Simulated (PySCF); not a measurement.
Molecule: SMILES C([SiH2]OC)(C)(C)F, C4H11FOSi.

Bonds (- single, = double, # triple, : aromatic): C1-O2, O2-Si3, Si3-C4, C4-C5, C4-C6, C4-F7. C1 carries H8, H9, H10; Si3 carries H11, H12; C5 carries H13, H14, H15; C6 carries H16, H17, H18.

Frames of a GFN2-xTB Langevin trajectory at 300 K; GIAO PBE0/pcSseg-1 shieldings in PySCF 2.14, gas phase, non-relativistic; equivalent atoms averaged within each frame.

Scale: TMS for $^{13}$C (σ = 186.93 ppm) and $^{29}$Si (σ = 349.16 ppm) and $^{1}$H (σ = 31.72 ppm); $^{17}$O (σ = 336.08 ppm) vs H2O; CFCl3 for $^{19}$F (σ = 170.95 ppm) (reference shieldings calculated alike). The references are static minima.

Q: How do the shifts (ppm) fluctuate along the trajectory?

A: 
```csv
time (fs),C4,C1,C5/C6,O2,Si3,F7,H11/H12,H8/H9/H10,H13/H14/H15/H16/H17/H18
optimised geometry,93.3,54.4,26.0,-6.3,-19.4,-201.8,4.72,3.88,1.39
250,95.8,57.0,31.0,-12.0,-17.8,-198.0,5.25,3.70,1.71
425,93.5,49.9,31.1,-16.2,-17.3,-161.4,4.99,3.99,1.66
625,99.3,48.3,25.2,-14.5,-28.9,-184.9,5.11,3.29,1.63
800,91.5,57.2,25.5,1.1,-12.4,-209.2,4.37,4.14,1.62
1000,97.3,52.3,28.2,-14.3,-12.5,-198.7,4.67,3.58,1.24
mean of frames,95.5,52.9,28.2,-11.2,-17.8,-190.4,4.87,3.74,1.57
standard deviation,3.1,4.0,2.8,7.0,6.7,18.4,0.35,0.34,0.19
```

5 frames give an uncertainty of the mean of about the standard deviation over 2.2 at best, since frames this close in time may not be independent; classical motion lacks zero-point vibration, and the reference would need the same averaging.
